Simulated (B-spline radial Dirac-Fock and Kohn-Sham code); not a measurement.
## Levels of muonic ¹⁵⁴Sm

Nucleus: ¹⁵⁴Sm, Fermi distribution (skin thickness 2.3 fm), rms radius 5.1053 fm (measured, Angeli and Marinova 2013).

Model: the Dirac equation of a negative muon with reduced mass in the field of a spherical finite nucleus, with the Uehling potential to all orders; nuclear polarisation, deformation, hyperfine structure, self-energy, higher-order vacuum polarisation, relativistic recoil and electron screening are left out. Program: a B-spline atomic structure program. For strongly deformed nuclei the low levels mix with nuclear rotations, which this model lacks.

| level | binding (keV) | point nucleus, no QED (keV) | vacuum polarisation (keV) | ⟨r⟩ (fm) |
| --- | --- | --- | --- | --- |
| 1s1/2 | 7141 | 11420 | 47.210 | 9.3 |
| 2s1/2 | 2229 | 2896 | 11.549 | 29.8 |
| 2p1/2 | 2790 | 2896 | 17.514 | 19.9 |
| 2p3/2 | 2702 | 2737 | 16.177 | 20.7 |
| 3s1/2 | 1062 | 1269 | 4.178 | 62.9 |
| 3p1/2 | 1233 | 1269 | 5.607 | 50.1 |
| 3p3/2 | 1209 | 1222 | 5.305 | 51.2 |
| 3d3/2 | 1226 | 1222 | 4.883 | 42.1 |
| 3d5/2 | 1212 | 1208 | 4.687 | 42.8 |

Task: By how much does the finite nuclear size lower the 1s binding energy?

Result: By 4330 keV, 37.91 % of the point-nucleus value (point value plus vacuum polarisation less the binding energy). The 1s orbit has ⟨r⟩ = 9.3 fm.

Values without a named source are computed, but for edge energies of neutral atoms, which are taken from tables.
